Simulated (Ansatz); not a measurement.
`C[SiH2][GaH2]` and `C[SiH]([GaH2])[GeH2][GeH3]` differ in one atom or group.

Ansatz, PBE0-D4/def2-TZVP geometries, multiplicity 1. Each molecule was computed in one conformer, which needn't be the lowest.

Scalar relativity is left out up to krypton.

```
                                          property  `C[SiH2][GaH2]`
               HOMO energy (B3LYP/def2-TZVPP) / eV            -7.13
size of the dipole moment (ωB97M-V/def2-TZVPP) / D             0.90
                HOMO energy (PBE0/def2-TZVPP) / eV            -7.31
             HOMO–LUMO gap (B3LYP/def2-TZVPP) / eV             4.87
               LUMO energy (B3LYP/def2-TZVPP) / eV            -2.26
                 HOMO energy (PBE/def2-TZVPP) / eV            -6.26
```

**Question.** What does the change do to each property? (Best estimate.)

**Answer.** The calculation gave: 
| property | `C[SiH]([GaH2])[GeH2][GeH3]` | shift |
| --- | --- | --- |
| HOMO energy (B3LYP/def2-TZVPP) / eV | -6.81 | 0.32 |
| size of the dipole moment (ωB97M-V/def2-TZVPP) / D | 1.08 | 0.18 |
| HOMO energy (PBE0/def2-TZVPP) / eV | -6.99 | 0.32 |
| HOMO–LUMO gap (B3LYP/def2-TZVPP) / eV | 4.43 | -0.44 |
| LUMO energy (B3LYP/def2-TZVPP) / eV | -2.38 | -0.12 |
| HOMO energy (PBE/def2-TZVPP) / eV | -6.03 | 0.23 |

With PBE0 the HOMO rises by 0.32 eV and the LUMO falls by 0.14 eV, so the gap narrows by about 0.46 eV. PBE moves the HOMO by 0.23 eV and ωB97M-V by 0.45 eV. The zero-point energy changes by 84.2 kJ/mol with +18 modes. Dipoles are sizes alone; their direction can turn.

B3LYP here is the variant with VWN-RPA as its local correlation; programs differ in this.
